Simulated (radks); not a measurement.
Os55+, 21 electrons, occupied as [Ar] 3d3.

Calculated with a radial shooting solver on a logarithmic mesh with Libxc functionals: non-relativistic Kohn-Sham, TPSS, spin-polarised, spherical densities, point nucleus; open shells are filled with parallel spins first (spin-orbit coupling, left out, can overturn this in heavy ions); meta-GGA in the generalised Kohn-Sham scheme; relativity is left out, which matters for an element this heavy.

Energy parts (eV):
total: -365073.37
kinetic: 365044.41
electron-nucleus: -773007.10
Hartree: 47930.30
exchange-correlation: -5040.98

Orbitals (lengths in bohr, moments of r in powers of bohr):
| orbital | occ. | eigenvalue (eV) | <r^4> | <r^2> |
|---|---|---|---|---|
| 1s up | 1 | -71164.88 | 7.086e-07 | 0.0005303 |
| 1s down | 1 | -71164.83 | 7.086e-07 | 0.0005302 |
| 2s up | 1 | -14779.98 | 0.0001106 | 0.008148 |
| 2s down | 1 | -14762.11 | 0.0001103 | 0.008137 |
| 2p up | 3 | -14356.80 | 0.00006929 | 0.006017 |
| 2p down | 3 | -14343.59 | 0.00006903 | 0.006006 |
| 3s up | 1 | -5754.045 | 0.003019 | 0.04560 |
| 3s down | 1 | -5737.445 | 0.003038 | 0.04575 |
| 3p up | 3 | -5580.112 | 0.002591 | 0.04145 |
| 3p down | 3 | -5561.080 | 0.002611 | 0.04161 |
| 3d up | 3 | -5293.443 | 0.001587 | 0.03096 |
| 3d down | 0 | -5267.804 | 0.001605 | 0.03112 |
| 4s up | 0 | -3024.305 | 0.03407 | 0.1581 |
| 4s down | 0 | -3018.343 | 0.03429 | 0.1586 |
| 4p up | 0 | -2947.035 | 0.03237 | 0.1529 |
| 4p down | 0 | -2940.469 | 0.03262 | 0.1534 |

The highest occupied level is 3d up at -5293.4 eV. The density falls to 0.001 e/bohr^3 at r = 0.60 bohr. Spin moment in Bohr magnetons: 3. The spin density at the nucleus is -8.97 e/bohr^3 (1s -0.68, 2s -33.48, 3s 25.19).
